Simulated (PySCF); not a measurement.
Screening by computed properties: pick the candidate that meets the target.

Each SMILES stands for a single optimised conformer of the isolated species (atoms past krypton carry core potentials, spin–orbit coupling is left out). Electronic properties by PySCF.

The conformers computed, where there is a choice (atom-mapped SMILES and torsion angles):
- `[F:1][C:2]([F:3])([F:4])/[P:5]=[P:6]/[CH2:7][SiH3:8]`: F1–C2–P5–P6 130°, P5–P6–C7–Si8 -91°
- `[SiH3:1][O:2][c:3]1[cH:4][s:5][cH:6][n:7]1`: Si1–O2–C3–C4 -179°
- `[F:1][C:2]([F:3])=[C:4]([F:5])[SiH:6]([PH2:7])[PH2:8]`: C2–C4–Si6–P7 -114°, H–P7–Si6–C4 174°, H–P7–Si6–C4 80°, H–P8–Si6–C4 163°, H–P8–Si6–C4 69°
- `[CH3:1][CH:2]([CH3:3])[O:4][AlH2:5]`: C1–C2–O4–Al5 4°

Problem. Wanted: static isotropic polarisability between 80 au and 110 au (CAM-B3LYP/def2-SVPD) and smallest rotational constant below 0.7 GHz (PBE0-D3(BJ)/def2-SVP), at PBE0-D3(BJ)/def2-SVP geometries. Which candidate meets both?
A. `[SiH3]OC1=CSC=N1`
B. `C(F)(F)(F)/P=P/C[SiH3]`
C. `C[n+]1ccoc1`
D. `C(F)(=C([SiH](P)P)F)F`
E. `CC(C)[O][AlH2]`

Solution. B. Computed values:
```csv
species,static isotropic polarisability,smallest rotational constant
C[n+]1ccoc1,49.3 au,2.619 GHz
CC(C)[O][AlH2],69.4 au,1.920 GHz
[SiH3]OC1=CSC=N1,88.4 au,0.901 GHz
C(F)(F)(F)/P=P/C[SiH3],108.5 au,0.519 GHz
C(F)(=C([SiH](P)P)F)F,110.4 au,0.587 GHz
```

Problem. Wanted: HOMO energy between -8.7 eV and -8.3 eV (CAM-B3LYP/def2-SVPD) and HOMO–LUMO gap above 8 eV (CAM-B3LYP/def2-SVPD), at PBE0-D3(BJ)/def2-SVP geometries. Which candidate meets both?
A. `BrB(Br)Br`
B. `C[CH2][In]([I])[CH2]C`
C. `FC(F)=C(F)[SiH](P)P`
D. `CC(C)[O][AlH2]`
E. `FC(F)(F)/P=P/C[SiH3]`
F. `[n+]1(C)ccoc1`

Solution. C. Computed values:
```
              species  HOMO energy  HOMO–LUMO gap
        [n+]1(C)ccoc1    -14.65 eV        9.49 eV
            BrB(Br)Br     -9.63 eV        8.51 eV
       CC(C)[O][AlH2]     -9.23 eV        9.21 eV
 FC(F)(F)/P=P/C[SiH3]     -8.88 eV        6.86 eV
  FC(F)=C(F)[SiH](P)P     -8.61 eV        9.03 eV
C[CH2][In]([I])[CH2]C     -8.04 eV        7.44 eV
```

Problem. Wanted: lowest singlet excitation below 5 eV (TDDFT CAM-B3LYP/def2-SVPD) and electronic spatial extent ⟨r²⟩ about the centre of nuclear charge above 2000 bohr² (CAM-B3LYP/def2-SVPD), at PBE0-D3(BJ)/def2-SVP geometries. Which candidate meets both?
A. `C[N+]1=COC=C1`
B. `[SiH3]Oc1cscn1`
C. `CC(C)[O][AlH2]`
D. `FC(F)(F)/P=P/C[SiH3]`
E. `BrB(Br)Br`
F. `FC(F)=C(F)[SiH](P)P`

Solution. D. Computed values:
| species | lowest singlet excitation | electronic spatial extent ⟨r²⟩ about the centre of nuclear charge |
| --- | --- | --- |
| FC(F)(F)/P=P/C[SiH3] | 3.29 eV | 2112 bohr² |
| BrB(Br)Br | 4.83 eV | 1486 bohr² |
| [SiH3]Oc1cscn1 | 5.12 eV | 1218 bohr² |
| CC(C)[O][AlH2] | 5.61 eV | 684 bohr² |
| FC(F)=C(F)[SiH](P)P | 6.15 eV | 1919 bohr² |
| C[N+]1=COC=C1 | 6.32 eV | 472 bohr² |
